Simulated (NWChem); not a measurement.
System: BeNH2Br; SMILES [NH2][Be][Br]

Input file for NWChem:

```
start job
memory heap 200 mb stack 900 mb global 1100 mb
geometry units angstroms noautoz
  Be     0.000304     1.135958     0.000000
  Br     0.001031    -0.842629     0.000000
  N     -0.000678     2.634188     0.000000
  H     -0.002631     3.216783    -0.828102
  H     -0.002631     3.216783     0.828102
end
basis spherical
  Be library def2-svp
  Br library def2-svp
  N library def2-svp
  H library def2-svp
end
dft
  xc b3lyp
  iterations 150
  mulliken
end
task dft energy
```

All runs use the structure optimised with B3LYP/6-31G* (spherical d).

Task: What results follow from this input? (B3LYP/def2-SVP.) Quantities: energy (Ha); highest occupied level (eV); orbital gap (eV); dipole (D).

Result: 
| Property | Value |
|---|---|
| energy (Ha) | -2644.63 |
| highest occupied level (eV) | -7.12 |
| orbital gap (eV) | 6.93 |
| dipole (D) | 2.36 |
